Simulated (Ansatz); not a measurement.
`F[CH2][GaH][I]` + H–F → `F[CH2][GaH][F]` + HI at 500 K and 1 bar (ligand exchange at a Ga–I bond).

Gas-phase electronic energies from Ansatz, PBE0-D4/def2-TZVP geometries. CCSD(T)/CBS adds triple-zeta CCSD(T) − MP2 to the extrapolated MP2 energy (def2 sets, frozen cores). This one scheme is used for every species. def2 core potentials past Kr. For Ga, I outer-core shells are correlated without core-valence functions, which leaves a few kJ/mol of doubt a bond. Scalar relativity is left out up to krypton. One conformer a species, not always the lowest.

```json
{"species": "`F[CH2][GaH][I]`", "CCSD(T)/CBS energy (Eh)": "-2361.05915", "H − E (kJ/mol)": "134.5", "S (J/(mol·K))": "406.7"}
{"species": "H–F", "CCSD(T)/CBS energy (Eh)": "-100.39570", "H − E (kJ/mol)": "39.4", "S (J/(mol·K))": "188.7"}
{"species": "`F[CH2][GaH][F]`", "CCSD(T)/CBS energy (Eh)": "-2163.39923", "H − E (kJ/mol)": "135.9", "S (J/(mol·K))": "375.3"}
{"species": "HI", "CCSD(T)/CBS energy (Eh)": "-298.03592", "H − E (kJ/mol)": "28.6", "S (J/(mol·K))": "221.6"}
```

H − E and S are ideal-gas, rigid-rotor, harmonic terms from PBE0-D4/def2-TZVP, for one conformer and one mirror image of each species. 1 Eh = 2625.50 kJ/mol, R = 8.31446 J/(mol·K).

Problem. By hand: ΔE, ΔH, ΔS and ΔG.

Solution. ΔE = (-2163.39923) + (-298.03592) − (-2361.05915) − (-100.39570) = 0.01970 Eh = 51.7 kJ/mol. Δ(H − E) = 135.9 + 28.6 − 134.5 − 39.4 = -9.4, so ΔH = 42.3 kJ/mol. ΔS = 375.3 + 221.6 − 406.7 − 188.7 = 1.5 J/(mol·K). ΔG = 42.3 − 500 × (1.5)/1000 = 41.5 kJ/mol.

Problem. By hand: the equilibrium constant, and the temperature at which ΔG would vanish if ΔH and ΔS stayed fixed.

Solution. log₁₀ K = −ΔG/(RT ln 10) = -4.3. ΔG = 0 at ΔH/ΔS = 28200 K, far beyond where these terms or the molecules hold.

The number of gas molecules stays the same, so ΔS is small and ΔH decides. A doubt of 5 kJ/mol in ΔE shifts log₁₀ K by 0.5 here. Other conformers and mirror images would add mixing entropy, several J/(mol·K) or more a flexible species. Modes under 60 cm⁻¹, often nearly free rotors, make the harmonic entropy too high. These are equilibria of isolated gas molecules and say nothing of rates. Largest T1 diagnostic: 0.013 (customary marks: 0.02 for closed shells, 0.045 for open ones).
